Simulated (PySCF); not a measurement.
TDDFT excited states: C7H7F3

Compound: C7H7F3.
SMILES: `C1(CC=CC1)C(=C(F)F)F`

The calculation used PySCF, TDDFT CAM-B3LYP/def2-SVPD, vertical, gas phase, core orbitals frozen in the response. The structure is a single PBE0-D3(BJ)/def2-SVP conformer in the gas phase; no vibrational or solvent corrections.

```tsv
state	E (eV)	λ (nm)	f	|μ| (D)	main configurations (H = HOMO, L = LUMO)
S1	6.49	191.0	0.0066	0.52	H-1→L (82%)
S2	6.83	181.6	0.0065	0.50	H→L (59%), H→L+2 (37%)
S3	6.98	177.7	0.232	2.96	H→L+1 (94%)
S4	7.22	171.6	0.0034	0.35	H-1→L+4 (40%), H-1→L+2 (16%), H-1→L+8 (13%)
S5	7.41	167.2	0.043	1.24	H-1→L+1 (92%)
S6	7.58	163.7	0.0080	0.53	H→L+2 (40%), H→L+6 (31%), H→L (26%)
```

The lowest singlet lies at 6.49 eV (191 nm, vacuum ultraviolet) and is weak; its leading configuration is HOMO-1→LUMO (82%). The strongest level in the table is S3 at 6.98 eV (178 nm, f = 0.232). Löwdin shares by element: HOMO carbon 81% or more (atoms not listed hold the other 19%); LUMO carbon 34% or more, fluorine 13% or more (atoms not listed hold the other 52%). Orbital energies (eV): HOMO-3 -11.78, HOMO-2 -11.66, HOMO-1 -8.57, HOMO -8.54, LUMO 1.05, LUMO+1 1.35, LUMO+2 1.64. Of the 6 states listed, 2 reach f = 0.01 and none stays under 0.0005. The oscillator strengths of these states sum to 0.300; summed over the whole spectrum of an exact calculation they would give the number of electrons, 76 (Thomas–Reiche–Kuhn). Only the lowest 6 singlets were computed, as vertical energies without vibronic structure.
